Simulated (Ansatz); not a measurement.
Consider the ligand exchange at the Si–S bond: `O[SiH2]SC[SiH3]` + `OCO` → `OCO[SiH2]O` + `[SiH3]CS`.

Gas-phase electronic energies from Ansatz, PBE0-D4/def2-TZVP geometries. CBS: MP2 limit from def2 TZ/QZ plus the TZ coupled-cluster correction, frozen cores. This one scheme is used for every species. DFT in def2-TZVPP. One conformer a species, not always the lowest.

Q: Is it downhill or uphill in electronic energy at CCSD(T)/CBS, and by how much? (Best estimate.)

A: The calculation gave: Downhill: ΔE = -47.3 kJ/mol.

Q: What do these levels give: r2SCAN-D4, PBE0-D4, ωB97X-V, B2PLYP, PBE, CCSD/CBS(def2)? (An estimate is asked.)

A: Computed: r2SCAN-D4 -45.9, PBE0-D4 -37.9, ωB97X-V -50.0, B2PLYP -53.7, PBE -37.3, CCSD/CBS(def2) -50.3 kJ/mol.

Largest T1 diagnostic among the species: 0.012.

The D4 term adds +5.2 kJ/mol with B3LYP and +2.9 kJ/mol with PBE0; it sums over pairs of atoms, weighted by their polarisabilities, and B3LYP, whose exchange is more repulsive, gets the larger term. In def2-TZVPP, CCSD(T) changes the Hartree–Fock value by +14.8 kJ/mol (the triples alone add +3.1 kJ/mol) and MP2 by +17.5 kJ/mol. From PBE to PBE0 (25 % exact exchange), in def2-TZVPP and without D4, ΔE moves by −3.5 kJ/mol.

B3LYP here is the variant with VWN-RPA as its local correlation; programs differ in this.
